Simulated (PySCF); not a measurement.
## Computed properties of CH₅F₂NSi, SMILES FC(F)[SiH2]N

CH5F2NSi, SMILES [SiH2](C(F)F)N. Geometry: ωB97X-D3(BJ)/def2-SVP. The structure was generated by enumeration, and PubChem lists no compound with its InChIKey, so it may never have been made. One conformer was computed; it need not be the lowest. All values are computed for the isolated molecule unless a solvent is named; none is compared with measurement here.

**Structure.** All 24 harmonic modes at ωB97X-D3(BJ)/def2-SVP (PySCF) are real, so it is a minimum. With heavy atoms numbered as in [NH2:1][SiH2:2][CH:3]([F:4])[F:5], the shortest bond between them is C3–F5 at 1.367 Å and the longest Si2–C3 at 1.914 Å.

**Vibrations.** The strongest infrared lines (harmonic, unscaled, degenerate partners summed) lie at 932 cm⁻¹ (271 km/mol, H 70 %, Si 18 %, N 10 %), 387 cm⁻¹ (201 km/mol, H 78 %, N 19 %), 1103 cm⁻¹ (172 km/mol, C 58 %, F 35 %). The softest mode is at 63 cm⁻¹ and the zero-point energy is 41.4 kcal/mol.

**Electronic structure.** M06-2X/def2-TZVP (PySCF) places the frontier levels at -9.10 and 0.83 eV, a gap of 9.93 eV, and gives a dipole moment of 2.83 D and a mean polarisability of 45.8 bohr³. PBE/def2-TZVP (PySCF) at the same geometry gives -6.21 and -0.70 eV, so its gap is 4.42 eV narrower. An orbital gap is neither the optical nor the fundamental gap.

**Excitations.** TDA-PBE0/def2-SVPD (PySCF) has S1 at 6.33 eV (196 nm, f = 0.017, weak); the most intense of the 10 singlets computed lies at 8.11 eV (f = 0.05). T1 (TDA) is at 5.92 eV, 0.41 eV under S1. TDA-PBE/def2-SVPD (PySCF) puts S1 at 5.64 eV. No vertical singlet excitation falls in the visible range (under 3.1 eV).

**NMR.** GIAO shifts at B3LYP/pcSseg-1 (PySCF) (non-relativistic, atoms alike by connectivity averaged): ¹³C at 129.9 ppm against TMS; ¹H from 0.5 to 6.4 ppm against TMS; ²⁹Si at -43.3 ppm against TMS; ¹⁹F at -162.1 ppm against CFCl3.
